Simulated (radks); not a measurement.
All-electron atom: the carbon ion C+ in [He] 2s2 2p1 (the NIST ground configuration).

All-electron calculation, scalar-relativistic Kohn-Sham, exchange-only r2SCAN, spin-polarised, spherical densities, finite nucleus; open shells are filled with parallel spins first; meta-GGA in the generalised Kohn-Sham scheme; Fermi nuclear charge, rms radius 2.4702 fm. Program: a radial shooting solver on a logarithmic mesh with Libxc functionals.

Energy parts (hartree):
| part | energy |
|---|---|
| total | -37.26994 |
| kinetic | 37.30127 |
| electron-nucleus | -84.86102 |
| Hartree | 14.95609 |
| exchange | -4.66627 |

Orbitals (lengths in bohr, moments of r in powers of bohr; <r^-3> diverges for s and p1/2):
| orbital | occ. | eigenvalue (hartree) | <r^-3> | <r> |
|---|---|---|---|---|
| 1s up | 1 | -10.73781 | - | 0.2699 |
| 1s down | 1 | -10.71056 | - | 0.2689 |
| 2s up | 1 | -0.99164 | - | 1.455 |
| 2s down | 1 | -0.88292 | - | 1.495 |
| 2p up | 1 | -0.62564 | 2.227 | 1.497 |
| 2p down | 0 | -0.52376 | 2.054 | 1.565 |

The highest occupied level is 2p up at -17.024 eV. Summed over all electrons, <r^2> = 8.168 bohr^2, which gives a Langevin (diamagnetic) susceptibility term of -6.47 x 10^-6 cm^3/mol. The density falls to 0.001 e/bohr^3 at r = 3.18 bohr. Spin moment in Bohr magnetons: 1.
